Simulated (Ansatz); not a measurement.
def2 core potentials replace the inner electrons of Sn.

All values below come from frozen-core CCSD(T)/def2-TZVPP // PBE0-D3(BJ)/def2-SVP in Ansatz (a program for electronic structure).

Ansatz 0.2 input:
```yaml
crystal:
  periodic: [false, false, false]
  atoms:
    - { symbol: C, position_ang: [-0.509638, 1.24486, 0.877222] }
    - { symbol: C, position_ang: [-0.386613, 0.314518, -0.318843] }
    - { symbol: C, position_ang: [-1.306243, -0.895062, -0.269698] }
    - { symbol: Sn, position_ang: [1.654051, -0.37484, -0.448978] }
    - { symbol: Cl, position_ang: [3.200285, 1.376872, -0.592192] }
    - { symbol: Cl, position_ang: [2.023834, -1.789513, -2.277026] }
    - { symbol: Cl, position_ang: [2.187131, -1.598228, 1.477985] }
    - { symbol: H, position_ang: [-1.540506, 1.631708, 0.946016] }
    - { symbol: H, position_ang: [0.16747, 2.109024, 0.801893] }
    - { symbol: H, position_ang: [-0.290732, 0.720217, 1.820698] }
    - { symbol: H, position_ang: [-0.530019, 0.871973, -1.25926] }
    - { symbol: H, position_ang: [-1.120328, -1.507129, 0.627039] }
    - { symbol: H, position_ang: [-1.190608, -1.540244, -1.1536] }
    - { symbol: H, position_ang: [-2.357987, -0.564256, -0.231356] }
basis:
  gaussian: { orbitals: def2-TZVPP }
correlation:
  method: ccsd_t
```

Output:

```
Functional definition: HF
2312 factors; integrals over basis functions are off by at most 1.1e-3 eV
mean field evaluation 1: about -46520.6726 eV, gradient 3.8e1 eV
mean field evaluation 2: about -46520.9614 eV, gradient 3.9e1 eV
mean field evaluation 4: about -46525.0378 eV, gradient 4.4e0 eV
mean field evaluation 8: about -46525.1139 eV, gradient 2.6e-1 eV
mean field evaluation 16: about -46520.6723 eV, gradient 3.8e1 eV
mean field -46525.11424711 eV, -1709.7664127261 hartree, gradient 2.7e-6 eV, S^2 0.000000; 0 other end points of the search recorded, 0 dependent functions left out
22 core orbitals not correlated
reference -46525.11424711 eV, -1709.7664127261 hartree; 27, 27 occupied and 318, 318 virtual orbitals, 2312 factors
second order -38.41106991 eV of doubles, -0.00000000 eV of singles
cycle   1  -39.22605082 eV  change   -8.1e-1 eV  update   1.3e-1
cycle   2  -40.08389186 eV  change   -8.6e-1 eV  update   3.5e-2
cycle   3  -40.25444081 eV  change   -1.7e-1 eV  update   1.8e-2
cycle   4  -40.23915464 eV  change    1.5e-2 eV  update   4.1e-3
cycle   5  -40.23713079 eV  change    2.0e-3 eV  update   1.7e-3
cycle   6  -40.23745674 eV  change   -3.3e-4 eV  update   4.4e-4
cycle   7  -40.23727715 eV  change    1.8e-4 eV  update   1.8e-4
cycle   8  -40.23724854 eV  change    2.9e-5 eV  update   6.1e-5
perturbative correction -1.65168413 eV, -0.0606982722 hartree
Total energy: -46567.00317978 eV, -1711.3058026084 hartree
```

Cost: very roughly 50 core-minutes.
